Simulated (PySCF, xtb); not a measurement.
SiFI3, SMILES F[Si](I)(I)I.

Harmonic wavenumbers (cm⁻¹) from GFN2-xTB in xtb at its own minimum, in rising order: 64, 64, 106, 167, 167, 252, 484, 484, 857.

**Question.** What does PBE-D3(BJ)/def2-SVP (PySCF) give at its own minimum? (Estimate from the structure and the level; the computed values follow.)

**Answer.** 70, 70, 114, 181, 181, 234, 430, 430, 875. Paired by order, the mean absolute difference is 21 cm⁻¹ and the zero-point energies are 3.8 and 3.7 kcal/mol.
